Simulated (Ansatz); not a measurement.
Gas-phase electronic energies from Ansatz, PBE0-D4/def2-TZVP geometries. CCSD(T)/CBS is the MP2 limit (def2-TZVPP, def2-QZVPP) plus CCSD(T) − MP2 in def2-TZVPP, frozen cores. Functionals use def2-TZVPP. Elements past krypton have def2 core potentials. For Te outer-core shells are correlated without core-valence functions, which leaves a few kJ/mol of doubt a bond. Each species was taken in one conformer, which may not be the lowest.

`CCCCC(=O)CCCC` + H₂Te → `CCC[TeH]` + `CCCCC(C)=O`  (substitution at a C–C bond)

(1) Is it downhill or uphill in electronic energy at CCSD(T)/CBS, and by how much? (Estimate.)

(2) What do these levels give: r2SCAN-D4, PBE0-D4, PBE0, HF/def2-TZVPP, SCS-MP2/def2-QZVPP, MP2/CBS(def2)? (Best estimate.)

Largest T1 diagnostic among the species: 0.012.

## Answers

(1) Computed: Downhill: ΔE = -7.9 kJ/mol.

(2) Ansatz gave: r2SCAN-D4 -3.8, PBE0-D4 -2.9, PBE0 -5.0, HF/def2-TZVPP -0.2, SCS-MP2/def2-QZVPP -10.4, MP2/CBS(def2) -14.1 kJ/mol.

From PBE to PBE0 (25 % exact exchange), in def2-TZVPP and without D4, ΔE moves by +3.5 kJ/mol.
